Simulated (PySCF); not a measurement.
Vertical excitations of a molecule C4H10N2 from TDA-CAM-B3LYP/def2-SVPD in PySCF, as energy in eV (oscillator strength): 4.92 (0.003), 6.32 (0.016), 6.87 (0.053), 7.06 (0.121), 7.38 (0.017), 7.57 (0.015), 7.73 (0.009), 7.79 (0.002), 7.90 (0.017), 8.17 (0.171). Lowest triplet (TDA): 4.09 eV. The structure is a stationary point at B3LYP-D3(BJ)/def2-SVP. One conformer was computed; it need not be the lowest.

**Question.** Pick the molecule that these values belong to.
A. CC1(N)CNC1
B. C/N=C\CCN
C. C=C[C@@H](N)CN
D. C/C=N\CCN

**Answer.** B, C/N=C\CCN
